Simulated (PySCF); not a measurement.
## Broadened absorption spectrum of Si(OtBu)2Me2

Si(OtBu)2Me2, C10H24O2Si.
SMILES: `CC(C)(O[Si](C)(OC(C)(C)C)C)C`

Method used: TDDFT PBE0/def2-SVPD, vertical, gas phase, core orbitals frozen in the response in PySCF 2.14.0, density-fitted response routines. Isolated species at its PBE0-D3(BJ)/def2-SVP geometry (one conformer only).

Broadening: Gaussians 0.5 eV wide at half height, area fixed by f = 4.319×10⁻⁹ ∫ε dν̃. The cross-section is σ = 3.8235×10⁻²¹ ε cm², given in Mb (10⁻¹⁸ cm²). The width is an assumption, not a result. The curve ends short of the highest state used, and states not computed would add to its high-energy end.

(λ (nm), σ (Mb)): (165.0, 12.17), (166.7, 10.62), (168.3, 9.26), (169.9, 8.28), (171.5, 7.96), (173.1, 8.44), (174.7, 9.62), (176.4, 11.20), (178.0, 12.48), (179.6, 13.09), (181.2, 12.80), (182.8, 11.62), (184.4, 9.81), (186.1, 7.58), (187.7, 5.55), (189.3, 3.81), (190.9, 2.46), (192.5, 1.50), (194.2, 0.84), (195.8, 0.46), (197.4, 0.24), (199.0, 0.12), (200.6, 0.06), (202.2, 0.03)

(1) Where are the band maxima, and which computed states make them?

(2) On this curve, what absorbance would a 10⁻⁵ mol/L sample give at 193 nm over a 1 cm path?

(3) Coming from long wavelengths, where does ε first pass 100 L mol⁻¹ cm⁻¹?

Results:

(1) 180 nm (6.89 eV), ε about 3400, made up of S1 (98%) (ε in L mol⁻¹ cm⁻¹; maxima over ε = 5, shares over 10%). At its high-energy end, 7.51 eV, the curve is still rising (ε about 3200, from S3 and S7). The states used: S1 6.88 eV (f 0.062); S2 7.32 eV (f 0.0063); S3 7.49 eV (f 0.031); S4 7.59 eV (f 0.0035); S5 7.67 eV (f 0.0034); S6 7.79 eV (f 0.0021); S7 7.84 eV (f 0.051); S8 8.00 eV (f 0.0030); S9 8.05 eV (f 0.0037); S10 8.11 eV (f 0.0029).

(2) 193 nm is 6.424 eV, where ε is about 330 L mol⁻¹ cm⁻¹, so A = ε c l ≈ 0.0033 (Beer–Lambert, with the gas-phase spectrum and the assumed width).

(3) At about 196 nm (6.32 eV), 0.56 eV below S1.

On an AMD EPYC 9R45 with 2 threads, no GPU (shared host), this took 2.1 min wall, 4.8 min CPU (with the writing of density and orbital grids) and 3.8 GiB of memory at its peak.

Without π bonds the low states are Rydberg-like; a valence basis with one diffuse set may place them up to an eV too high.
